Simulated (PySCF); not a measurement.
Species: C2H7Ge2N.
Atom-mapped SMILES: `[CH:1]#[C:2][GeH2:3][NH:4][GeH3:5]` (hydrogens: H6 on C1; H7, H8 on Ge3; H9 on N4; H10, H11, H12 on Ge5)

Method: PySCF, PBE0-D3(BJ)/def2-SVP geometry optimisation, gas phase.

Q: Give the optimised bond lengths and angles.

A: 
| bond | length (bohr) |
| --- | --- |
| C1≡C2 | 2.300 |
| C2–Ge3 | 3.617 |
| Ge3–N4 | 3.455 |
| N4–Ge5 | 3.476 |
| C1–H6 | 2.033 |
| Ge3–H7, Ge3–H8 | 2.901 |
| N4–H9 | 1.921 |
| Ge5–H10, Ge5–H11, Ge5–H12 | 2.913 |

Bonds in one row agree within 0.02 bohr and their mean is given. A selection of angles:
| angle | degrees |
| --- | --- |
| C2–C1–H6 | 179.8 |
| C1–C2–Ge3 | 178.5 |
| C2–Ge3–N4 | 112.0 |
| C2–Ge3–H7 | 108.0 |
| N4–Ge3–H7 | 107.6 |
| N4–Ge3–H8 | 108.7 |
| H7–Ge3–H8 | 112.7 |
| Ge3–N4–Ge5 | 125.1 |
| Ge3–N4–H9 | 114.2 |
| Ge5–N4–H9 | 114.5 |
| N4–Ge5–H10 | 113.1 |
| N4–Ge5–H11 | 106.3 |
| N4–Ge5–H12 | 108.0 |
| H10–Ge5–H11 | 109.4 |
| H11–Ge5–H12 | 111.0 |

Torsions: C2–Ge3–N4–Ge5 74° (synclinal). The mirror-image conformer, all signs reversed, is as good.

N4 (nitrogen bonded to 2 Ge and H) has angles 125.1°, 114.5° and 114.2°, sum 353.9°, 0.21 Å off the plane of its three neighbours. Ge3 (germanium bonded to C, N and 2 H) is tetrahedral (angles from 107.6° to 112.7°). Ge5 (germanium bonded to N and 3 H) is distorted tetrahedral (angles from 106.3° to 113.1°).

Point group: C1 (no symmetry element, even within 0.4 Å). Not checked by PBE0-D3(BJ)/def2-SVP frequencies. The numbers are those of one conformer.
